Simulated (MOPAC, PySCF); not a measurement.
C$_{7}$H$_{13}$BS, SMILES `B[C@]12CC[C@H](CC1)[C@@H]2S`, neutral singlet in the gas phase. 

Cartesian coordinates (Å):
SMILES: C1[C@H]2CC[C@@](C1)([C@H]2S)B
```xyz
22

B      1.7235     1.0708     1.3240
C      0.7084     0.3079     0.4298
C     -0.0832    -0.6099     1.4185
C     -1.3913    -0.9289     0.6407
C     -1.1958    -0.2099    -0.6978
C     -0.1060    -0.9389    -1.4948
C      1.1916    -0.6035    -0.7181
C     -0.4725     1.0568    -0.2185
S      0.0968     2.2211    -1.4960
H      1.3920     2.0935     1.8802
H      2.8145     0.6017     1.5616
H      0.5003    -1.5082     1.6668
H     -0.3074    -0.0951     2.3675
H     -1.5456    -2.0105     0.5093
H     -2.2699    -0.5359     1.1743
H     -2.1286    -0.0457    -1.2569
H     -0.3081    -2.0191    -1.5546
H     -0.0565    -0.5510    -2.5220
H      1.7060    -1.4923    -0.3229
H      1.9114    -0.0783    -1.3632
H     -1.0519     1.6171     0.5316
H     -1.1276     2.6584    -1.8596
```
Charge 0, multiplicity 1.

All levels are single points at this geometry (PBE0-D3(BJ)/def2-SVP); Pople sets use spherical d functions. Orbital energies aren't observables, and empty levels follow the basis.

B3LYP/6-311+G** in PySCF gives gap (eV) = 4.97.

Problem. Estimate the gap (eV) from each of these levels: PBE0-D3(BJ)/def2-TZVP in PySCF; ωB97X-D3(BJ)/def2-TZVP in PySCF; B3LYP/3-21G in PySCF; HF/3-21G in PySCF; PM6 in MOPAC.

Solution. 
```csv
level,gap (eV)
PBE0-D3(BJ)/def2-TZVP in PySCF,5.42
ωB97X-D3(BJ)/def2-TZVP in PySCF,10.02
B3LYP/3-21G in PySCF,5.16
HF/3-21G in PySCF,12.45
PM6 in MOPAC,8.67
```
